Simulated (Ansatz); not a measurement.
Species: H2B2O, SMILES `B1BO1` (charge 0, multiplicity 1), formula H$_{2}$B$_{2}$O.

Q: How many basis functions does Ansatz (an electronic-structure program) with frozen-core CCSD(T)/cc-pVQZ // B3LYP-D3(BJ)/def2-TZVP use, how many core orbitals are frozen, and how many electrons are correlated?

A: 225 basis functions and 3 frozen orbitals, which leaves 14 correlated electrons. Core time is of the order of seconds.
